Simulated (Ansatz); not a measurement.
`[NH2][AlH][SiH2]O` and `[NH2][GaH][SiH2]O` differ in one element.

Ansatz, PBE0-D4/def2-TZVP geometries, multiplicity 1. Each molecule was computed in one conformer, which needn't be the lowest.

Scalar relativity is left out up to krypton.

| property | `[NH2][AlH][SiH2]O` |
| --- | --- |
| LUMO energy (PBE/def2-TZVPP) / eV | -1.93 |
| size of the dipole moment (ωB97M-V/def2-TZVPP) / D | 2.13 |
| HOMO–LUMO gap (PBE0/def2-TZVPP) / eV | 5.87 |
| LUMO energy (B3LYP/def2-TZVPP) / eV | -1.37 |
| size of the dipole moment (PBE/def2-TZVPP) / D | 2.16 |
| size of the dipole moment (B3LYP/def2-TZVPP) / D | 2.11 |

Give the same properties after the change, and the shifts. (Best estimate.)

Ansatz gave: 
```csv
property,`[NH2][GaH][SiH2]O`,shift
LUMO energy (PBE/def2-TZVPP) / eV,-1.93,0.00
size of the dipole moment (ωB97M-V/def2-TZVPP) / D,1.19,-0.94
HOMO–LUMO gap (PBE0/def2-TZVPP) / eV,6.22,0.35
LUMO energy (B3LYP/def2-TZVPP) / eV,-1.39,-0.02
size of the dipole moment (PBE/def2-TZVPP) / D,1.23,-0.93
size of the dipole moment (B3LYP/def2-TZVPP) / D,1.24,-0.87
```

Dipoles are sizes alone; their direction can turn.

B3LYP here is the variant with VWN-RPA as its local correlation; programs differ in this.
